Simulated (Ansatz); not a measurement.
Ansatz (an electronic-structure program) input:

Ansatz 0.2 input:
```yaml
crystal:
  periodic: [false, false, false]
  atoms:
    - {symbol: C, position_ang: [-0.38439883, -0.12903652, -0.05555439]}
    - {symbol: O, position_ang: [-0.39962503, -0.10221980, 1.12034530]}
    - {symbol: O, position_ang: [0.64197255, 0.18977062, -0.85659836]}
    - {symbol: H, position_ang: [0.36761280, 0.07381259, -1.77664916]}
basis:
  gaussian:
    orbitals: aug-cc-pVDZ
magnetization: {spin_polarized: true, initial_magnetization: 1}
correlation: {method: ccsd_t, electrons: outside_noble_gas}
output: {forces: true}
```

Which total energy does the run end on?

-188.69454 Eh (CCSD(T)/aug-cc-pVDZ). The basis has 78 functions.

It need not be the lowest isomer of its formula.
